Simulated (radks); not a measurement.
Results of a calculation; reference values are marked as such.
All-electron atom: Pr XXXVIII in [Ar] 3d4.

Code: a radial shooting solver on a logarithmic mesh with Libxc functionals. Model: scalar-relativistic Kohn-Sham, LDA (Slater exchange, Perdew-Wang correlation), spin-unpolarised, spherical densities, point nucleus.

Energy parts (eV):
total: -223477.00
kinetic: 238852.56
electron-nucleus: -498166.71
Hartree: 39745.37
exchange-correlation: -3908.22

Orbitals (lengths in bohr, moments of r in powers of bohr; <r^-3> diverges for s and p1/2):
orbital  occ.  eigenvalue (eV)      <r>  <r^-3>      <r^2>
1s          2        -43660.67  0.02411       -  0.0007905
2s          2        -8560.520   0.1025       -    0.01238
2p          6        -7867.334  0.08994    8571   0.009852
3s          2        -3052.340   0.2575       -    0.07554
3p          6        -2834.749   0.2522    2009    0.07344
3d          4        -2564.020   0.2249   285.1    0.05866

The highest occupied level is 3d at -2564.0 eV. Summed over all electrons, <r^2> = 0.9118 bohr^2, which gives a Langevin (diamagnetic) susceptibility term of -0.722 x 10^-6 cm^3/mol. For comparison, the ionisation energy in NIST's Atomic Spectra Database is 2628 eV (theoretical). In exact Kohn-Sham theory the highest level is minus the ionisation energy, but local and semilocal functionals leave it too shallow, through self-interaction and a potential that decays too fast; potentials with the right tail come closer. The density falls to 0.001 e/bohr^3 at r = 0.78 bohr.

Beside tabulated values, note that spin-unpolarised runs miss the spin-polarisation part of the exchange energy of open shells.
